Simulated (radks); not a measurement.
Results of a calculation; reference values are marked as such.
Species: the terbium ion Tb12+. Configuration: [Kr] 4d10 5s2 5p5 (not the ground configuration). Level of theory: scalar-relativistic Kohn-Sham, r2SCAN, spin-polarised, spherical densities, finite nucleus; open shells are filled with parallel spins first (spin-orbit coupling, left out, can overturn this in heavy ions); meta-GGA in the generalised Kohn-Sham scheme; Fermi nuclear charge, rms radius 5.06 fm (a radial shooting solver on a logarithmic mesh with Libxc functionals). Some entries of the table are withheld. Estimate them.

orbital,occ.,eigenvalue (hartree),<r^2> (bohr^2)
1s up,1,-1918.882,0.0006319
1s down,1,-1918.874,0.0006319
2s up,1,-327.9968,0.009896
2s down,1,-327.9950,0.009896
2p up,3,-292.4966,0.008000
2p down,3,-292.4909,0.008000
3s up,1,-81.86475,0.06524
3s down,1,-81.86093,0.06523
3p up,3,-70.86609,0.06551
3p down,3,-70.86065,0.06550
3d up,5,-56.52747,0.05504
3d down,5,-56.52160,0.05504
4s up,1,-24.58540,0.3116
4s down,1,-24.57512,0.3116
4p up,3,-20.81055,0.3439
4p down,3,-20.80055,0.3438
4d up,5,-15.61805,0.3859
4d down,5,-15.60578,0.3853
4f up,0,-9.90834,0.4322
4f down,0,-9.89108,0.4301
5s up,1,-9.55911,1.289
5s down,1,-9.49235,1.290
5p up,3,(1),1.485
5p down,2,(2),1.487
5d up,0,-6.47215,1.851
5d down,0,-6.40969,1.859
6s up,0,-4.80784,4.002
6s down,0,-4.77597,4.061

Answer. 
(1) 5p up eigenvalue (hartree): -8.27844
(2) 5p down eigenvalue (hartree): -8.21204
